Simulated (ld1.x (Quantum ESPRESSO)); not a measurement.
# Reading a pseudo-wave (Pt (Z = 78))

Columns: radius, all-electron u(r) and pseudo u(r) of the 5d shell (level -6.14 eV) of platinum in the configuration [Kr] 4d10 4f14 5s2 5p6 5d9 6s1 6p0; PBE, scalar-relativistic, ultrasoft scheme, ld1.x (Quantum ESPRESSO) 7.5.

| r (bohr) | all-electron | pseudo |
| --- | --- | --- |
| 0.115 | 0.2600 | 0.0042 |
| 0.230 | -0.1411 | 0.0315 |
| 0.345 | -0.3918 | 0.0978 |
| 0.460 | -0.2732 | 0.2057 |
| 0.575 | 0.0043 | 0.3448 |
| 0.690 | 0.2882 | 0.4948 |
| 0.805 | 0.5166 | 0.6329 |
| 0.920 | 0.6764 | 0.7406 |
| 1.035 | 0.7743 | 0.8087 |
| 1.150 | 0.8232 | 0.8391 |
| 1.265 | 0.8365 | 0.8412 |
| 1.380 | 0.8254 | 0.8257 |
| 1.495 | 0.7984 | 0.7984 |
| 1.610 | 0.7617 | 0.7617 |
| 1.725 | 0.7197 | 0.7197 |
| 1.840 | 0.6753 | 0.6753 |
| 1.955 | 0.6305 | 0.6305 |
| 2.070 | 0.5864 | 0.5864 |
| 2.185 | 0.5440 | 0.5440 |
| 2.300 | 0.5037 | 0.5037 |
| 2.415 | 0.4656 | 0.4656 |
| 2.530 | 0.4299 | 0.4299 |
| 2.645 | 0.3967 | 0.3967 |
| 2.760 | 0.3657 | 0.3657 |
| 2.875 | 0.3370 | 0.3370 |
| 2.990 | 0.3105 | 0.3105 |

Task: How many radial nodes do the two functions have?

Result: The all-electron 5d function has n − l − 1 = 2; the pseudo-wave has 0, since the states of the same l below it are removed with the core.

Task: At about which radius was the pseudo-wave matched?

Result: 1.45 bohr, where the columns begin to agree (steps of 0.12 bohr).

Task: Is the pseudo-wave norm-conserving?

Result: No, it belongs to an ultrasoft set: the norm inside the radius is not constrained, and the difference is carried by the augmentation charge.
